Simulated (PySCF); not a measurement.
**How the method moves the HOMO and LUMO of `N#Cc1ccco1`**

Compound: C5H3NO.
Bonds: N1–C2 (triple), C2–C3, C3–C4 (aromatic), C4–C5 (aromatic), C5–C6 (aromatic), C6–O7 (aromatic), C3–O7 (aromatic). Hydrogens: H8 on C4; H9 on C5; H10 on C6.

Basis pcSseg-2 throughout (PySCF), one geometry. Isolated species at its PBE0-D3(BJ)/def2-SVP geometry, gas phase.

Question: How do the orbital energies, the gap and the dipole change with the method?

Answer: 
```
   method                    kind  HOMO (eV)  LUMO (eV)  gap (eV)  μ (D)  SCF cycles
     BLYP                     GGA      -6.24      -2.22      4.02   4.78          17
    B97-D                     GGA      -6.33      -2.27      4.05   4.78          17
      KT2                     GGA      -6.37      -2.31      4.05   4.75          17
    B3LYP           global hybrid      -7.21      -1.69      5.51   4.87          16
     PBE0           global hybrid      -7.41      -1.48      5.92   4.85          14
CAM-B3LYP  range-separated hybrid      -8.64      -0.41      8.23   4.88          15
  wB97X-D  range-separated hybrid      -9.14       0.27      9.41   4.83          14
       HF            Hartree–Fock      -9.41       2.05     11.46   5.17          14
```

The HOMO spans 3.16 eV, from BLYP down to HF, and the gap runs from 4.02 eV (BLYP) to 11.46 eV (HF). Over the methods BLYP (0 %), B97-D (0 %), KT2 (0 %), B3LYP (20 %), PBE0 (25 %), HF (100 %), a straight line through the gap against the share of exact exchange rises by 0.74 eV for each 10 % (correlation coefficient 1.000). The dipole ranges from 4.75 D (KT2) to 5.17 D (HF). This basis has no diffuse functions.

The vertical ΔSCF ionisation energy at B3LYP/def2-SVPD is 9.45 eV; −ε(HOMO) comes closest to it with HF (9.41 eV).
